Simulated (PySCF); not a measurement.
# PBE0 on Os⁻ (osmium, charge -1)

Configuration: [Xe] 4f14 5d7 6s2, high-spin 4F determinant. Calculation: PySCF 2.14, in aug-cc-pVDZ-PP with ECP60MDF (5s5p4d2f, 54 functions); scalar relativity through the core potential.

- Total energy: -90.8089 hartree
- One-electron energy: -160.0420 hartree
- Hartree (Coulomb) energy: 78.8495 hartree
- Exchange-correlation energy: -9.6165 hartree
- ⟨S²⟩: 3.7875
- ⟨L²⟩: 12.025
- Sum of ⟨r⟩: 30.46 bohr
- Sum of ⟨r²⟩: 79.33 bohr²

```tsv
shell	electrons	mean orbital energy (hartree)	spread (hartree)	rms radius, mean of both spins (bohr)
5s α	1	-3.21054	0	1.09
5s β	1	-3.13718	0	1.09
5p α	3	-1.70990	0	1.26
5p β	3	-1.61365	0	1.26
6s α	1	-0.02621	0	4.06
5d α	5	-0.02461	0.02655	2.22
6s β	1	0.01105	0	4.06
5d β	2	0.03521	0	2.22
```

Energies and moments cover only the electrons outside the core potential. Spin-orbit coupling, absent here, splits the open shell strongly. At PBE0 the highest occupied level has a positive energy, so only the finite basis holds that electron; in a semilocal or global hybrid functional this comes from self-interaction and does not mean that the real anion is unbound.
